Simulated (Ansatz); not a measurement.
Reactions of C2H8AlNS, SMILES `C[N](C)[AlH][SH]`.

Isolated molecules relaxed with PBE0-D4/def2-TZVP in Ansatz; ΔE leaves out vibrations. CBS: MP2 limit from def2 TZ/QZ plus the TZ coupled-cluster correction, frozen cores. This one scheme is used for every species. DFT in def2-TZVPP. B3LYP here is the variant with VWN-RPA as its local correlation; programs differ in this. Elements past krypton have def2 core potentials. For Br, Ge, Sn outer-core shells are correlated without core-valence functions, which leaves a few kJ/mol of doubt a bond. Scalar relativity is left out up to krypton. One conformer a species, not always the lowest.

| reaction | CCSD(T)/CBS(def2) (eV) |
| --- | --- |
| `C[N](C)[AlH][SH]` + SiH₄ → `[SiH3][AlH][SH]` + dimethylamine | 0.87 |
| `C[N](C)[AlH][SH]` + `O=[CH][SnH3]` → `[CH3][SnH2][CH]=O` + `C[NH][AlH][SH]` | ? |
| `C[N](C)[AlH][SH]` + `O[Si]S` → `[SH][AlH][SH]` + `CN(C)[Si]O` | ? |
| `C[N](C)[AlH][SH]` + `C[CH2][GeH3]` → `C[CH2][GeH2][CH3]` + `C[NH][AlH][SH]` | -0.62 |
| `C[N](C)[AlH][SH]` + `C[SiH]1CN1` → `C[C@H]1N[Si@H]1C` + `C[NH][AlH][SH]` | -0.43 |
| `C[N](C)[AlH][SH]` + `OB(Cl)Cl` → `COB(Cl)Cl` + `C[NH][AlH][SH]` | 0.23 |
| `C[N](C)[AlH][SH]` + `CN(C)[Si](O)(O)Br` → `C[N](C)[Al]([SH])[Br]` + `CN(C)[SiH](O)O` | -0.57 |

(1) Fill in the missing values. (Best estimate.)

Largest T1 diagnostic: 0.016, for `O=[CH][SnH3]`.

Results:

(1) Ansatz gave: `C[N](C)[AlH][SH]` + `O=[CH][SnH3]` → `[CH3][SnH2][CH]=O` + `C[NH][AlH][SH]`: -0.66 eV; `C[N](C)[AlH][SH]` + `O[Si]S` → `[SH][AlH][SH]` + `CN(C)[Si]O`: -0.43 eV.
